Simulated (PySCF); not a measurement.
CH3F3OSn, SMILES [Sn]([F])([F])([F])[O]C.

Geometry optimised at PBE0-D3(BJ)/def2-SVP. The structure was generated by enumeration; whether it is a known compound was not checked. The def2 effective core potentials stand for the cores of Sn; spin–orbit coupling is left out. The values are those of a single conformer.

Two levels are set side by side: TDDFT-PBE/def2-SVPD (PySCF) and TDDFT-PBE0/def2-SVPD (PySCF). Vertical, same geometry. The lowest singlet is HOMO→LUMO 100 % with PBE and HOMO→LUMO 99 % with the other functional; states are paired by order. Differences are taken from unrounded values.

| quantity | TDDFT-PBE0 |
|---|---|
| lowest singlet excitation (eV) | 4.34 |
| lowest triplet excitation (TDA) (eV) | 3.93 |
| first bright state (f over 0.05) (eV) | 5.36 |
| its oscillator strength | 0.10 |

Q: What does TDDFT-PBE give, and how far is it from TDDFT-PBE0? (Estimate from the structure and the level; the computed values follow.)

A: 
| quantity | TDDFT-PBE | TDDFT-PBE minus TDDFT-PBE0 |
|---|---|---|
| lowest singlet excitation (eV) | 3.44 | -0.91 |
| lowest triplet excitation (TDA) (eV) | 3.11 | -0.82 |
| first bright state (f over 0.05) (eV) | 4.49 | -0.87 |
| its oscillator strength | 0.08 | -0.01 |

A lower first singlet is the usual sign of a functional without exact exchange. Differences between two approximate levels are no errors against the true value.

Rough cost on one machine, each run with all the roots and properties that it gave: TDDFT-PBE0 against TDDFT-PBE about 3 times.
